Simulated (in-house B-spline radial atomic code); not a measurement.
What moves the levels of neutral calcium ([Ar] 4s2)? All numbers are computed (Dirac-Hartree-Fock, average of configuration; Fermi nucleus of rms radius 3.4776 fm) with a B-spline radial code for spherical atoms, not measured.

Baseline run (computed): total energy -679.7101 hartree, 1s1/2 at -150.1638 hartree, 4s1/2 at -5.3419 eV with <r> = 4.202 bohr.

Scaling the speed of light c (a factor of 100 is close to the non-relativistic limit):

| c/c0 | ΔE (hartree) | 4s1/2 level (eV) | 4s1/2 <r> (bohr) |
| --- | --- | --- | --- |
| 0.95 | -0.32269 | -5.34428 | 4.2 |
| 0.98 | -0.12308 | -5.34284 | 4.201 |
| 1.02 | 0.11581 | -5.3411 | 4.203 |
| 2 | 2.2204 | -5.32589 | 4.214 |
| 100 | 2.9526 | -5.32058 | 4.218 |

Changing the nucleus:

```csv
nucleus,ΔE (eV)
Gaussian nucleus of rms radius 0.01 fm,-0.0305
Fermi nucleus of rms radius 3.408 fm,-0.00119
Fermi nucleus of rms radius 3.5472 fm,0.00122
```

A larger nucleus binds the electrons less, roughly as the density at the nucleus times the change of the nuclear <r²>. A radius of 0.01 fm is nearly a point.

(1) The nuclear charge is raised by 0.1. What does the Hellmann-Feynman theorem predict for the energy, and what is found?

Results:

(1) dE/dZ ≈ -Σ<1/r>, which is -80.8025 at the start and -81.3232 at the end; their mean times 0.1 is -8.1063 hartree, and the two runs differ by -8.1063 hartree.
